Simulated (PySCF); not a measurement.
Mapped SMILES: `[O:1]=[CH:2][O:3][C@:4]1([SiH3:5])[CH:6]=[C:7]([Cl:8])[CH2:9]1`; H(Xn) means a hydrogen on atom n. Ha(C9) is pro-R; Hb(C9) is pro-S.

Isolated molecule, equivalent nuclei averaged, no relativistic terms, single conformer. GFN2-xTB geometry; shielding tensors at PBE0/pcSseg-1 (GIAO); PySCF 2.14.0 with density-fitted response routines.

Scale: TMS for 13C, 1H, 29Si; 17O vs H2O; 35Cl against HCl (reference shieldings calculated alike).

```
 atoms  nucleus  count  Hirshfeld charge  δ (ppm)
    O3      17O      1             -0.08    240.4
Ha(C9)       1H      1              0.05     3.10
   Si5     29Si      1              0.26        ?
 H(C2)       1H      1              0.07     8.01
Hb(C9)       1H      1              0.05     2.92
    C6      13C      1             -0.07        ?
    C4      13C      1              0.01     68.0
   Cl8     35Cl      1             -0.02      248
H(Si5)       1H      3             -0.09     4.35
    C7      13C      1              0.02    149.6
    C2      13C      1              0.19    169.0
    O1      17O      1             -0.20    422.9
 H(C6)       1H      1              0.06        ?
    C9      13C      1             -0.08        ?
```

Task: Estimate the values marked ?.

Result: 
- C6: 144.4 ppm, alkene CH; the olefinic region
- C9: 52.9 ppm, allylic sp3 CH2; a saturated carbon with 2 carbon neighbours and no heteroatom attached
- H(C6): 6.10 ppm, hydrogen on an alkene CH; attached to an sp2 carbon and in the plane of the double bond
- Si5: -76.9 ppm, silicon bonded to C, 3 H

Carbons that carry Cl, above all several Cl atoms, come out too deshielded, partly because spin–orbit coupling is missing. Shifts are as computed. Against solution values, carbons near 30 ppm lie about +3 ppm off and those near 130 ppm about +5 ppm; carbons on Cl a further +6 ppm. Of 1211 compounds with measured shifts, 218 miss one by over three times the rms of a fit or turn the order of signals round; such compounds aren't used in these exercises. Unscaled 17O shifts of doubly bonded oxygen tend to come out too high, by tens of ppm or more. Experimental scales use liquid or dissolved standards, which lie at an offset from isolated H2O (liquid H2O: subtract about 36 ppm).
